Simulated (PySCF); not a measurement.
Computed vibrations of Pr(NH2)3

Pr(NH2)3 (singlet in the valence; each metal's 4f electrons, 2 of them, lie in its core potential, out of spins and levels). PySCF 2.14.0, RKS PBE0, Pr lcecp-1-SVP with ECP48, N def2-SVP, H def2-SVP; non-relativistic Hamiltonian with scalar-relativistic core potentials where named; density fitting; no spin-orbit coupling. Central differences of gradients.

```xyz
10

Pr   -0.0054   -0.0094    0.1331
N     2.2171    0.0364   -0.2834
H     2.8355    0.8473   -0.3409
H     2.7802   -0.7544   -0.6010
N    -1.0770    1.9383   -0.2838
H    -0.6839    2.8792   -0.3413
H    -2.0433    2.0304   -0.6016
N    -1.0939   -1.8949   -0.5296
H    -1.5249   -2.6411    0.0176
H    -1.2467   -2.1596   -1.5046
```

Run from Python with OMP_NUM_THREADS=2. Where DIIS fails, smearing, a level shift and second-order steps follow.
It took 2.6 min on 2 threads of Arm Neoverse V1 (shared host).

What are the harmonic wavenumbers and infrared intensities?

Modes are labelled in Cs; negative numbers are unstable modes, those under 60 cm⁻¹ near the noise; a finer grid moves soft modes by up to 10 cm⁻¹.
```
cm⁻¹  km/mol  symmetry
-283       –       a''
  53    10.2        a'
 105     0.2        a'
 106     1.2       a''
 280     8.6       a''
 302    24.1        a'
 348     2.2       a''
 352     8.5        a'
 392     9.5        a'
 415   161.7       a''
 506   229.7        a'
 509   156.9       a''
 520    10.8        a'
 526    90.6       a''
 543   360.9        a'
1515    14.7        a'
1516    24.6       a''
1520    12.5        a'
3524    12.3       a''
3525     7.1        a'
3526     2.4        a'
3609     2.3        a'
3610     2.0       a''
3611     4.2        a'
```

Is this a minimum?

No: 1 unstable; the lowest moves the atoms so:
```
Pr   0.00  0.00  0.00
N   -0.01  0.01 -0.02
H    0.01 -0.01 -0.05
H   -0.02 -0.01  0.01
N   -0.01  0.00  0.02
H    0.01  0.00  0.05
H    0.00  0.03 -0.01
N    0.01  0.00  0.00
H   -0.62  0.36  0.00
H    0.60 -0.35  0.00
```

An lcecp potential fixes the number of 4f electrons, so in runs with it no electron can move into or out of that shell.
